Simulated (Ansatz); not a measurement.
Species: CH7BO2Si, net charge 0, singlet state. SMILES: C[SiH2]B(O)O
Geometry from a B3LYP-D3(BJ)/def2-TZVP (Ansatz, a program for electronic structure) optimisation:
```xyz
12

C      2.2095     0.4441     0.2792
Si     0.8303    -0.7765    -0.1387
B     -0.9884     0.1312    -0.0397
O     -1.1591     1.4534     0.2890
O     -2.1060    -0.5970    -0.3110
H      2.2182     1.2844    -0.4193
H      3.1894    -0.0333     0.2290
H      2.0909     0.8431     1.2897
H      1.0587    -1.3231    -1.5018
H      0.8865    -1.9198     0.8094
H     -0.3432     1.9271     0.4720
H     -2.9192    -0.0788    -0.2378
```

Quantity: vertical ionisation energy (to the doublet state of charge +1; each state is the SCF solution reached for its spin), in eV. Correlated levels leave the core frozen unless marked. Open shells are spin-unrestricted. Spin-orbit coupling is left out. Non-relativistic. CBS marks a two-point X^-3 extrapolation of the correlation energy; Hartree-Fock from the larger set. [CCSD(T)-MP2]/basis is that difference in the basis named.

```tsv
level	program	vertical ionisation energy (eV)	minus last row
HF/aug-cc-pV(D+d)Z	Ansatz	9.72	-0.75
HF/aug-cc-pV(T+d)Z	Ansatz	9.69	-0.78
B3LYP/def2-TZVPD	Ansatz	10.14	-0.33
BHLYP/def2-TZVPD	Ansatz	10.30	-0.17
wB97M-V/def2-TZVPD	Ansatz	10.33	-0.14
wB97X-V/def2-TZVPD	Ansatz	10.31	-0.16
B2PLYP/def2-TZVPD	Ansatz	10.18	-0.29
MP2/aug-cc-pV(D+d)Z	Ansatz	10.25	-0.22
RI-MP2/aug-cc-pV(Q+d)Z	Ansatz	10.43	-0.04
RI-MP2/CBS(aug-cc-pV(T+d)Z,aug-cc-pV(Q+d)Z)+[CCSD(T)-MP2]/aug-cc-pV(T+d)Z	Ansatz	10.47	0.00
```
